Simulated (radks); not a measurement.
The nuclear charge of the niobium ion Nb+ is varied continuously with 40 electrons held in [Kr] 4d4. All-electron calculation, scalar-relativistic Kohn-Sham, BLYP, spin-polarised, spherical densities, finite nucleus; open shells are filled with parallel spins first (spin-orbit coupling, left out, can overturn this in heavy ions); Fermi nuclear charge, rms radius 4.324 fm. Program: a radial shooting solver on a logarithmic mesh with Libxc functionals. By the Hellmann-Feynman theorem dE/dZ = E(electron-nucleus)/Z, the electronic potential at the nucleus (averaged over a nucleus of fixed radius). The scalar-relativistic energy here is not variational (the density holds large components alone), so the two differ by a part that grows with Z.

Z      E (hartree)  E(electron-nucleus)/Z (hartree)  HOMO  e(HOMO) (eV)  <r> HOMO (bohr)
40.5   -3708.49366                         -220.508    4d        -5.279            2.301
40.75  -3763.97207                         -222.371    4d        -7.467            2.159
41     -3819.91834                         -224.230    4d        -9.894            2.042
41.25  -3876.33185                         -226.087    4d       -12.541            1.943
41.5   -3933.21215                         -227.943    4d       -15.391            1.858
41.75  -3990.55894                         -229.797    4d       -18.431            1.784
42     -4048.37207                         -231.651    4d       -21.649            1.718

The central difference of E at Z = 41 is -224.720 hartree, to compare with the third column; the second derivative is -7.48 hartree.
